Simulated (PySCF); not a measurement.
C$_{4}$H$_{8}$BrCl (SMILES CC(C)[C@H](Cl)Br), singlet, at a GFN2-xTB geometry; DF-B3LYP/def2-SV(P) run with PySCF.

The PySCF input:
```python
from pyscf import gto, scf, dft

mol = gto.Mole()
mol.atom = '''
    C    -0.70429407    2.19405745   -0.88351400
    C    -0.22422703    0.81455709   -1.32916493
    C    -1.40222832   -0.09547150   -1.66037971
    C     0.68809903    0.21049008   -0.26827165
    Cl    1.45740152   -1.29100046   -0.84799597
    Br   -0.26388647   -0.15073308    1.40148478
    H    -1.32613893    2.11508171    0.00541333
    H     0.13668201    2.84821947   -0.66270512
    H    -1.29482141    2.64974661   -1.67377004
    H     0.39696227    0.92994798   -2.22628704
    H    -1.97775030    0.32714364   -2.47975854
    H    -2.05788974   -0.20023599   -0.79858105
    H    -1.05533476   -1.08257250   -1.95689714
    H     1.49439421    0.89353586    0.00453179
'''
mol.basis = 'def2-sv(p)'
mol.verbose = 4
mol.max_memory = 1800
mol.build()

mf = dft.RKS(mol)
mf.xc = 'b3lyp'
mf = mf.density_fit(auxbasis='def2-universal-jkfit')
mf.kernel()
```

Task: What does PySCF print? Leave out banner, timings and long lists.

Result: 
```
PySCF version 2.14.0

[INPUT] verbose = 4
[INPUT] num. atoms = 14
[INPUT] num. electrons = 84
[INPUT] charge = 0
[INPUT] spin (= nelec alpha-beta = 2S) = 0
[INPUT] symmetry False subgroup None
[INPUT] Mole.unit = angstrom
[INPUT] Symbol           X                Y                Z      unit          X                Y                Z       unit  Magmom
[...]
nuclear repulsion = 529.729611312153
number of shells = 60
number of NR pGTOs = 238
number of NR cGTOs = 122
basis = def2-sv(p)
ecp = {}

******** <class 'pyscf.df.df_jk.DFRKS'> ********
method = DFRKS
initial guess = minao
damping factor = 0
level_shift factor = 0
DIIS = <class 'pyscf.scf.diis.CDIIS'>
diis_start_cycle = 1
diis_space = 8
diis_damp = 0
SCF conv_tol = 1e-09
SCF conv_tol_grad = None
SCF max_cycles = 50
direct_scf = False
XC library pyscf.dft.libxc version 7.1.2
    S. Lehtola, C. Steigemann, M. J. T. Oliveira, and M. A. L. Marques,  SoftwareX 7, 1–5 (2018)
XC functionals = b3lyp
    P. J. Stephens, F. J. Devlin, C. F. Chabalowski, and M. J. Frisch,  J. Phys. Chem. 98, 11623 (1994)
radial grids:
    Treutler-Ahlrichs [JCP 102, 346 (1995); DOI:10.1063/1.469408] (M4) radial grids

becke partition: Becke, JCP 88, 2547 (1988); DOI:10.1063/1.454033
pruning grids: <function nwchem_prune>
grids dens level: 3
symmetrized grids: False
atomic radii adjust function: <function treutler_atomic_radii_adjust>
small_rho_cutoff = 0
Set gradient conv threshold to 3.16228e-05
Initial guess from minao.
tot grids = 174240
******** <class 'pyscf.df.df.DF'> ********
auxbasis = def2-universal-jkfit
init E= -3190.37692724237
[...]
cycle= 1 E= -3190.99674432649  delta_E= -0.62  |g|= 0.453  |ddm|= 3.66
[...]
cycle= 2 E= -3190.95233463653  delta_E= 0.0444  |g|= 0.626  |ddm|= 1.13
[...]
cycle= 3 E= -3191.04898797432  delta_E= -0.0967  |g|= 0.0995  |ddm|= 0.668
[...]
cycle= 4 E= -3191.05114375908  delta_E= -0.00216  |g|= 0.0338  |ddm|= 0.132
[...]
cycle= 5 E= -3191.05144305922  delta_E= -0.000299  |g|= 0.00686  |ddm|= 0.0504
[...]
cycle= 6 E= -3191.05145511833  delta_E= -1.21e-05  |g|= 0.00189  |ddm|= 0.0121
[...]
cycle= 7 E= -3191.0514559518  delta_E= -8.33e-07  |g|= 0.000352  |ddm|= 0.00248
[...]
cycle= 8 E= -3191.05145598153  delta_E= -2.97e-08  |g|= 7.91e-05  |ddm|= 0.000486
[...]
cycle= 9 E= -3191.05145598267  delta_E= -1.15e-09  |g|= 1.41e-05  |ddm|= 0.0001
[...]
cycle= 10 E= -3191.05145598274  delta_E= -7e-11  |g|= 4.68e-06  |ddm|= 2.96e-05
[...]
Extra cycle  E= -3191.05145598272  delta_E= 1.91e-11  |g|= 5.17e-06  |ddm|= 1.43e-05
converged SCF energy = -3191.05145598272
```
